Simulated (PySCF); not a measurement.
Harmonic spectrum computed at PBE0 in the def2-TZVP basis family (core potentials from Rb on, PySCF, no spin–orbit coupling):

```json
{"ω (cm⁻¹)": "114", "IR (km/mol)": "11.4"}
{"ω (cm⁻¹)": "351", "IR (km/mol)": "64.2"}
{"ω (cm⁻¹)": "556", "IR (km/mol)": "21.7"}
```

Problem. Which molecule gave it? In each, all ligands are bound to the one heavy central atom.
A. BrOCl (singlet)
B. SnOCl (doublet)
C. TlOCl (singlet)
D. GaOCl (singlet)

Solution. B. It has Cs symmetry with Sn–Cl 2.361 Å, Sn–O 1.982 Å.
